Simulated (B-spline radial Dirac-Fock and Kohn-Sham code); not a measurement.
Au⁴¹⁺: scattering cross sections and density moments

System: Au⁴¹⁺ in the configuration [Kr] 4d2.

Input file task.json (cfg lists n, l and occupation; rrms is the nuclear radius in fm):

```json
{"items": [{
  "Z": 79,
  "q": 41,
  "cfg": [[1, 0, 2], [2, 0, 2], [2, 1, 6], [3, 0, 2], [3, 1, 6], [3, 2, 10], [4, 0, 2], [4, 1, 6], [4, 2, 2]],
  "A": 197,
  "rrms": 5.4371,
  "do": ["scatter"],
  "s": [0.0, 0.05, 0.1, 0.15, 0.2, 0.25, 0.3, 0.35, 0.4, 0.45, 0.5, 0.6, 0.7, 0.8, 0.9, 1.0, 1.1, 1.2, 1.4, 1.6, 1.8, 2.0, 2.5, 3.0, 3.5, 4.0, 5.0, 6.0],
  "pz": [0, 0.1, 0.2, 0.3, 0.4, 0.5, 0.6, 0.8, 1.0, 1.2, 1.4, 1.6, 1.8, 2.0, 2.5, 3.0, 4.0, 5.0, 7.0, 10.0, 15.0, 20.0, 30.0, 40.0, 60.0, 100.0],
  "hv_scatter": [1000, 2000, 5000, 17479.3, 20000, 50000, 100000, 200000]
}]}
```

Run with: `python xray_run.py task.json out`

Level of theory: relativistic Hartree-Fock (Dirac-Fock) wave functions, averaged over the configuration; a radial B-spline solver.

```
Sum of ⟨r⟩                          : 7.443 bohr
Sum of ⟨r²⟩                         : 2.291 bohr²
Sum of ⟨1/r⟩                        : 537.27 per bohr
Langevin diamagnetic susceptibility : -1.81 × 10⁻⁶ cm³/mol
Lamb shielding (α²/3)Σ⟨1/r⟩         : 9537 ppm
```

Coherent scattering is the Thomson cross section weighted by f₀², without anomalous dispersion; incoherent scattering is Klein-Nishina weighted by S. The Lamb formula is the non-relativistic shielding expression. Electron correlation is left out. A dash stands where the photon energy is too low for the impulse approximation behind that column.

```csv
hν (keV),coherent (b),incoherent (b),incoherent per electron (b)
1,957.8,–,–
2,949.6,–,–
5,895.8,–,–
17.4793,520.5,5.178,0.136
20,461.7,5.967,0.157
50,154.6,11.31,0.298
100,53.74,13.69,0.360
200,16.28,13.38,0.352
```

Values without a named source are computed, but for edge energies of neutral atoms, which are taken from tables.
